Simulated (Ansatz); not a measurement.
CHAlClF₃O, singlet, geometry from GFN2-xTB (such geometries of metal compounds can be far from the true shape), with bond 3-2 at 1.4 times its length; SC-NEVPT2/STO-3G, CASSCF(2,2) run with Ansatz (a quantum-chemistry and plane-wave program).

Ansatz was given this input:
Ansatz 0.2 input:
```yaml
crystal:
  periodic: [false, false, false]
  atoms:
    - {symbol: Al, position_ang: [-0.04815111, 0.08245990, 0.89893867]}
    - {symbol: C, position_ang: [0.33343839, -0.51133386, -1.05920000]}
    - {symbol: F, position_ang: [-0.89341413, 0.17151242, -2.32852028]}
    - {symbol: F, position_ang: [0.26863578, -1.85815375, -1.17699430]}
    - {symbol: F, position_ang: [1.55784442, -0.17459476, -1.52823279]}
    - {symbol: Cl, position_ang: [-1.12078670, 1.76947772, 1.11485708]}
    - {symbol: O, position_ang: [0.63333677, -0.98895279, 1.91655306]}
    - {symbol: H, position_ang: [1.05965562, -1.66645927, 2.42376249]}
basis:
  gaussian:
    orbitals: STO-3G
magnetization: {spin_polarized: false}
correlation: {method: sc_nevpt2, electrons: all, active_space: {window: {electrons: 2, orbitals: 2}}}
```

It wrote (shortened):

```
Functional definition: HF
566 factors; integrals over basis functions are off by at most 8.0e-5 eV
mean field evaluation 1: about -29909.0050 eV, gradient 4.6e1 eV
mean field evaluation 2: about -29909.1711 eV, gradient 4.7e1 eV
mean field evaluation 4: about -29919.7299 eV, gradient 3.3e0 eV
mean field evaluation 8: about -29919.8046 eV, gradient 6.7e-4 eV
mean field -29919.80456578 eV, -1099.5325374206 hartree, gradient 4.1e-6 eV, S^2 0.000000; 0 other end points of the search recorded, 0 dependent functions left out; unrestricted orbitals would lower it
reference -29919.80456578 eV, -1099.5325374206 hartree; 36, 36 occupied and 8, 8 virtual orbitals, 566 factors
state -29922.00160644 eV, -1099.6132771754 hartree
state -29922.00160644 eV, -1099.6132771754 hartree; corrected -29925.82979120 eV, -1099.7539603707 hartree
Total energy: -29925.82979120 eV, -1099.7539603707 hartree
```
